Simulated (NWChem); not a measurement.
System: SbHCl2; SMILES [SbH]([Cl])[Cl]

```xyz
4

Sb    -0.5801     0.0244     0.0000
H     -0.7266    -1.7181     0.0000
Cl     0.9498     0.0271    -1.8448
Cl     0.9498     0.0271     1.8448
```
Atoms are numbered in this order, from 1.

All runs: NWChem. STO-3G and 3-21G are far too small for this property and stand as cheap habits. Structure relaxed at the PBE-D3(BJ)/def2-SVP level. def2 effective core potentials on Sb; no spin-orbit coupling. B3LYP is NWChem's, with the RPA form of VWN correlation. Field at 589 nm.

Question: Among these, which level gives the lowest value of “anisotropy (bohr³)”?
A) B3LYP/def2-SVPD (core potentials)
B) B3LYP/def2-SVP (core potentials)
C) B3LYP/STO-3G (all-electron, non-relativistic)

Answer: B, B3LYP/def2-SVP (core potentials). Values: B3LYP/def2-SVP (core potentials) 24.0; B3LYP/def2-SVPD (core potentials) 27.4; B3LYP/STO-3G (all-electron, non-relativistic) 29.8
